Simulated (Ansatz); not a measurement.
Consider the ligand exchange at the Si–C bond: `N[CH]([SiH3])[ZnH]` + `N[SiH2]S` → `[SiH3]N[SiH2]S` + `N[CH2][ZnH]`.

Calculated with Ansatz (gas phase, PBE0-D4/def2-TZVP geometries, no zero-point term in ΔE). CCSD(T)/CBS adds triple-zeta CCSD(T) − MP2 to the extrapolated MP2 energy (def2 sets, frozen cores). Functionals use def2-TZVPP. B3LYP here is the variant with VWN-RPA as its local correlation; programs differ in this. For Zn outer-core shells are correlated without core-valence functions, which leaves a few kJ/mol of doubt a bond. Scalar relativity is left out up to krypton. Each species was taken in one conformer, which may not be the lowest.

`N[CH]([SiH3])[ZnH]`:

```xyz
11

N     0.144   -1.453   -0.725
C    -0.336   -0.086   -0.442
Si    1.094    1.026    0.008
Zn   -1.759    0.049    0.925
H     0.610   -1.854    0.080
H    -0.613   -2.080   -0.968
H    -0.737    0.335   -1.373
H     2.147    1.101   -1.043
H     1.745    0.536    1.260
H     0.572    2.397    0.274
H    -2.868    0.029    2.004
```

`N[SiH2]S`:

Cartesian coordinates in Å:
```
N 0.246 -1.395 -0.197
Si -0.417 0.173 -0.103
S 1.100 1.649 0.280
H 0.441 -1.812 -1.091
H 0.828 -1.775 0.532
H -1.396 0.305 1.005
H -1.085 0.402 -1.407
H 0.283 2.453 0.981
```

`[SiH3]N[SiH2]S`:

Z-matrix (Å, degrees):
```
Si
N 1 1.729
H 1 1.483 2 107.3
H 1 1.488 2 111.1 3 119.9
H 1 1.488 2 112.0 3 -120.0
Si 2 1.718 1 128.9 3 3.4
H 2 1.012 1 115.8 3 -173.5
S 6 2.138 2 113.6 1 -119.4
H 6 1.482 2 106.0 1 3.5
H 6 1.484 2 112.7 1 125.3
H 8 1.344 6 94.8 2 61.4
```

`N[CH2][ZnH]`:

Cartesian coordinates in Å:
```
N 1.197 -0.180 0.285
C -0.260 -0.348 0.325
Zn -1.099 0.619 -1.162
H 1.458 0.781 0.460
H 1.648 -0.734 1.005
H -0.721 -0.104 1.294
H -0.484 -1.406 0.145
H -1.738 1.373 -2.351
```

```json
{"level": "PBE-D4", "ΔE (kcal/mol)": "-12.1", "difference from CCSD(T)/CBS": "3.2"}
{"level": "r2SCAN-D4", "ΔE (kcal/mol)": "-13.7", "difference from CCSD(T)/CBS": "1.6"}
{"level": "B3LYP-D4", "ΔE (kcal/mol)": "-15.0", "difference from CCSD(T)/CBS": "0.3"}
{"level": "ωB97X-V", "ΔE (kcal/mol)": "-15.4", "difference from CCSD(T)/CBS": "-0.1"}
{"level": "r2SCAN", "ΔE (kcal/mol)": "-13.7", "difference from CCSD(T)/CBS": "1.6"}
{"level": "PBE0", "ΔE (kcal/mol)": "-13.8", "difference from CCSD(T)/CBS": "1.5"}
{"level": "B3LYP", "ΔE (kcal/mol)": "-15.3", "difference from CCSD(T)/CBS": "0.0"}
{"level": "SCS-MP2/def2-TZVPP", "ΔE (kcal/mol)": "-16.7", "difference from CCSD(T)/CBS": "-1.4"}
{"level": "SCS-MP2/def2-QZVPP", "ΔE (kcal/mol)": "-16.6", "difference from CCSD(T)/CBS": "-1.3"}
{"level": "CCSD/CBS(def2)", "ΔE (kcal/mol)": "-16.0", "difference from CCSD(T)/CBS": "-0.7"}
{"level": "CCSD(T)/CBS", "ΔE (kcal/mol)": "-15.3", "difference from CCSD(T)/CBS": "0"}
```

Largest T1 diagnostic among the species: 0.014.

From PBE to PBE0 (25 % exact exchange), in def2-TZVPP and without D4, ΔE moves by −1.6 kcal/mol. In def2-TZVPP, CCSD(T) changes the Hartree–Fock value by +3.5 kcal/mol (the triples alone add +0.7 kcal/mol) and MP2 by +3.3 kcal/mol.
